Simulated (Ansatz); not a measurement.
Complex (SMILES): P (PH3) with C=CC, atoms 1 to 4 the first; geometry from B3LYP-D3(BJ)/def2-TZVP, monomers rigid:
```xyz
13

P      0.4442    -0.4223     0.3046
H      0.2621     0.7353    -0.4988
H      0.7948    -1.2422    -0.7963
H     -0.9247    -0.7834     0.2510
C     -0.0432    -3.6975     1.6336
C      0.9750    -4.0317     0.8507
H      0.0989    -3.0806     2.5137
H     -1.0528    -4.0263     1.4233
H      0.7829    -4.6498    -0.0227
C      2.3962    -3.6209     1.0661
H      2.4993    -2.9889     1.9485
H      3.0415    -4.4957     1.1882
H      2.7785    -3.0668     0.2040
```

Basis-set convergence of the uncorrected interaction energy at HF with Ansatz (an electronic-structure program). Cartesian d functions, on some or all atoms, in 6-31G*, 6-31+G*, 6-311G**, 6-311+G**; all else is spherical. No added dispersion term, no relativity. Functions are those of the species that has most. Reference: the counterpoise-corrected one, the value in aug-pcseg-3, 1.11 kcal/mol. Deviations are taken from unrounded values.

| basis | functions | uncorrected interaction energy (kcal/mol) |
|---|---|---|
| 6-31G* | 82 | 0.35 |
| 6-31+G* | 98 | 0.95 |
| def2-SVP | 105 | 0.55 |
| def2-SVPD | 156 | 0.29 |
| pcseg-1 | 105 | 0.76 |
| aug-pcseg-1 | 177 | 0.61 |
| cc-pV(D+d)Z | 110 | 0.59 |
| aug-cc-pV(D+d)Z | 182 | 0.83 |
| 6-311G** | 135 | 0.67 |
| 6-311+G** | 151 | 0.94 |
| def2-TZVP | 184 | 1.01 |
| def2-TZVPD | 235 | 1.04 |
| pcseg-2 | 250 | 1.08 |
| aug-pcseg-2 | 395 | 0.98 |
| cc-pV(T+d)Z | 255 | 0.92 |
| aug-cc-pV(T+d)Z | 400 | 1.05 |
| def2-TZVPP | 261 | 1.02 |
| def2-TZVPPD | 312 | 1.05 |
| cc-pV(Q+d)Z | 499 | 1.06 |
| aug-cc-pV(Q+d)Z | 743 | 1.10 |
| def2-QZVPP | 511 | 1.10 |
| def2-QZVPPD | 562 | 1.10 |
| pcseg-3 | 541 | 1.09 |
| aug-pcseg-3 | 785 | 1.08 |

What the diffuse functions change, pair by pair:
- 6-31G* to 6-31+G*: 16 more functions, deviation -0.76 to -0.17 kcal/mol
- def2-SVP to def2-SVPD: 51 more functions, deviation -0.57 to -0.82 kcal/mol
- pcseg-1 to aug-pcseg-1: 72 more functions, deviation -0.35 to -0.50 kcal/mol
- cc-pV(D+d)Z to aug-cc-pV(D+d)Z: 72 more functions, deviation -0.53 to -0.28 kcal/mol
- 6-311G** to 6-311+G**: 16 more functions, deviation -0.45 to -0.18 kcal/mol
- def2-TZVP to def2-TZVPD: 51 more functions, deviation -0.11 to -0.07 kcal/mol
- pcseg-2 to aug-pcseg-2: 145 more functions, deviation -0.03 to -0.14 kcal/mol
- cc-pV(T+d)Z to aug-cc-pV(T+d)Z: 145 more functions, deviation -0.19 to -0.07 kcal/mol
- def2-TZVPP to def2-TZVPPD: 51 more functions, deviation -0.09 to -0.07 kcal/mol
- cc-pV(Q+d)Z to aug-cc-pV(Q+d)Z: 244 more functions, deviation -0.06 to -0.01 kcal/mol
- def2-QZVPP to def2-QZVPPD: 51 more functions, deviation -0.01 to -0.01 kcal/mol
- pcseg-3 to aug-pcseg-3: 244 more functions, deviation -0.02 to -0.04 kcal/mol

Leaving out the reference's own pair, they bring the value nearer the reference by more than 0.01 kcal/mol in 7 of 11 pairs.
